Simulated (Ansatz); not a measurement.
**Which isomer of C2H4CuFSi gives these data?**

These gas-phase data were calculated for one isomer of C2H4CuFSi at BLYP-D3(BJ)/def2-SVP (harmonic, unscaled wavenumbers; equilibrium rotational constants with average atomic masses):

- rotational constants: 4.478, 1.425, 1.199 GHz
- all wavenumbers above 1500 cm⁻¹: 3126, 3042, 3029, 2108, 1594

Candidates:

(1) `F[Si]1([Cu])CC1`, a singlet
(2) `C=C[Si@H](F)[Cu]`, a singlet

Task: Assign the data to one candidate and say why.

Result: Candidate (2). The band at 2108 cm⁻¹ lies where the Si–H stretch is expected; (1) has no mode between 2000 and 2380 cm⁻¹.

The same quantities for all candidates:

```
     rotational constants (GHz)   wavenumbers above 1500 cm⁻¹  E above the lowest, BLYP-D3(BJ)/def2-SVP (kcal/mol)
(1)          4.518, 1.59, 1.308        3108, 3095, 3021, 3019                                                 10.2
(2)         4.478, 1.425, 1.199  3126, 3042, 3029, 2108, 1594                                                  0.0
```

Harmonic stretches to hydrogen usually lie a few per cent above observed fundamentals. Each candidate is one conformer. Programs: Ansatz 0.2.0.
